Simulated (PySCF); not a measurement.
Shapes and spin states of MoOF₂

Computed with PBE0/[Mo def2-TZVP with ECP28, O def2-TZVP, F def2-TZVP], scalar-relativistic core potentials, density fitting, no spin–orbit coupling, PySCF.

Relaxations began from a few typed shapes and spin states; open shells are unrestricted. The search is not exhaustive: other isomers or separated fragments can lie lower, and high-lying points may rest on an excited occupation.

| spin | group | bonds | angles | imaginary modes (cm⁻¹) | ΔE (kJ/mol) | ΔE with ZPE (kJ/mol) |
| --- | --- | --- | --- | --- | --- | --- |
| triplet | C2v | Mo–F 1.870 Å (×2), Mo–O 1.652 Å | F–Mo–F 116.2°, F–Mo–O 121.9° (×2) | none | 0.0 | 0.0 |
| broken-symmetry Ms = 0 (⟨S²⟩ 0.90) | C2v | Mo–F 1.859 Å (×2), Mo–O 1.648 Å | F–Mo–F 119.6°, F–Mo–O 120.2° (×2) | none | 28.1 | 28.1 |
| broken-symmetry Ms = 0 (⟨S²⟩ 1.00) | C2v | Mo–F 1.870 Å (×2), Mo–O 1.648 Å | F–Mo–F 116.0°, F–Mo–O 122.0° (×2) | none | 35.4 | 35.4 |
| singlet (closed shell, unstable to spin polarisation) | C2v | Mo–F 1.833 Å (×2), Mo–O 1.645 Å | F–Mo–F 127.7°, F–Mo–O 116.2° (×2) | none | 61.9 | 62.4 |
| singlet (closed shell, unstable to spin polarisation) | C2v | Mo–F 1.901 Å (×2), Mo–O 1.648 Å | F–Mo–F 105.1°, F–Mo–O 127.5° (×2) | none | 153.3 | 152.8 |

The lowest minimum found is the triplet C2v: Mo–F 1.870 Å (×2), Mo–O 1.652 Å; F–Mo–F 116.2°, F–Mo–O 121.9° (×2).

Formally Mo is in oxidation state +4, d2, with 2 unpaired electrons (the high-spin count). The Mulliken spin on Mo is 2.09. The polar-tensor charge on Mo, 2.12, is far below the formal one.

For the lowest minimum: with open d or f shells other occupations or spin states may lie lower.

The electron or spin density has lower symmetry than the nuclear frame for the broken-symmetry Ms = 0 (⟨S²⟩ 0.90) C2v at 28.1 kJ/mol.
